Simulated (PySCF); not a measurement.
**Dipole response of Xe (xenon, neutral)**

[Xe], closed-shell 1S. All numbers are calculated (PySCF 2.14, the spin-free X2C one-electron Hamiltonian (Gaussian nucleus), in aug-cc-pwCVTZ-DK3 with one added diffuse shell each of s, p, d, f type (11s10p8d5f1g, 125 functions)). Coupled (time-dependent) response in atomic units; α is the mean over directions.

| method | mean α (bohr³) | C₆ (like pair) | S(−4) |
| --- | --- | --- | --- |
| BHandHLYP | 27.36 | 290.2 | 131.2 |

S(−4) is the Cauchy moment in α(ω) = α(0) + S(−4) ω² + …

Reference α: 27.32 ± 0.2 bohr³ (recommended; Schwerdtfeger and Nagle, table of static dipole polarizabilities (2023 update)). Published C₆: 302.0 (Gould and Bucko (2016)).

α(iu) at BHandHLYP:

```tsv
u (hartree)	α(iu) (bohr³)
0	27.36
0.0500	27.03
0.100	26.12
0.200	23.15
0.300	19.68
0.500	13.76
0.750	9.063
1.00	6.353
1.50	3.662
2.00	2.442
3.00	1.372
5.00	0.6436
```

A single London oscillator, α(iu) = α/(1 + u²/ω²), gives C₆ = (3/4) ω α². Matching the computed C₆ needs ω = 4 × 290.2 / (3 × 27.36²) = 0.517 hartree.
